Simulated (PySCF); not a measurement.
## Mayer bond orders and bond lengths

Compound: C5H13N2PSi.
Numbering: `[CH3:1][CH2:2][C@H:3]([C:4]#[N:5])[CH2:6][NH:7][SiH2:8][PH2:9]` (hydrogens: H10, H11, H12 on C1; H13, H14 on C2; H15 on C3; H16, H17 on C6; H18 on N7; H19, H20 on Si8; H21, H22 on P9)

Cartesian coordinates in Å at the GFN2-xTB level; atoms count from 1:
```
atom  x, y, z in Å
C1     2.924   -0.324    0.090
C2     1.702    0.480    0.514
C3     0.581    0.410   -0.534
C4     1.022    1.007   -1.770
N5     1.373    1.510   -2.735
C6    -0.708    1.126   -0.065
N7    -1.259    0.586    1.149
Si8   -1.985   -0.972    1.260
P9    -2.791   -1.392   -0.785
H10    2.662   -1.371   -0.054
H11    3.698   -0.266    0.851
H12    3.329    0.060   -0.844
H13    1.984    1.525    0.667
H14    1.317    0.088    1.458
H15    0.330   -0.641   -0.729
H16   -0.504    2.193    0.070
H17   -1.462    1.020   -0.853
H18   -0.796    0.937    1.972
H19   -2.958   -0.853    2.347
H20   -1.056   -2.081    1.553
H21   -3.876   -0.541   -0.687
H22   -3.536   -2.484   -0.388
```

Bond orders from the PBE0/pcSseg-1 density (PySCF). One conformer (not necessarily the lowest) at the GFN2-xTB geometry, without solvent, vibrations or thermal averaging.

Where do the orders between heavy atoms depart from those drawn in the SMILES?

The largest departure is 0.066, at C1–C2 (drawn single, 1.066).

Set the Mayer orders of the bonds beside their lengths.

```
   bond  drawn as  length (Å)  Mayer order
  C1–C2    single       1.524        1.066
  C2–C3    single       1.535        0.984
  C3–C4    single       1.442        0.986
  C4–N5    triple       1.143        3.059
  C3–C6    single       1.547        0.979
  C6–N7    single       1.439        0.990
 N7–Si8    single       1.722        0.971
 Si8–P9    single       2.238        1.011
 C1–H10    single       1.088        0.964
 C1–H11    single       1.087        0.966
 C1–H12    single       1.088        0.958
 C2–H13    single       1.093        0.947
 C2–H14    single       1.093        0.941
 C3–H15    single       1.098        0.899
 C6–H16    single       1.094        0.945
 C6–H17    single       1.096        0.941
 N7–H18    single       1.008        0.930
Si8–H19    single       1.464        0.919
Si8–H20    single       1.476        0.891
 P9–H21    single       1.382        0.931
 P9–H22    single       1.381        0.938
```

Bonds between the same two heavy elements. C–C: lowest C3–C6 (0.979, 1.547 Å), highest C1–C2 (1.066, 1.524 Å); in 1 of the 6 pairs the longer bond (by over 0.003 Å) has the higher order (by 0.02 or more). C–N: lowest C6–N7 (0.990, 1.439 Å), highest C4–N5 (3.059, 1.143 Å).

Sum the orders of all bonds at each heavy atom with more than one neighbour and set the sums beside the valence in the SMILES.

C1 3.954 (drawn 4), C2 3.938 (drawn 4), C3 3.848 (drawn 4), C4 4.045 (drawn 4), C6 3.855 (drawn 4), N7 2.891 (drawn 3), Si8 3.792 (drawn 4), P9 2.880 (drawn 3). Orders between atoms that aren't bonded are not in these sums.

The Mayer order sums products of elements of PS (density times overlap matrix) between the two atoms' basis functions, so it depends on the basis set.
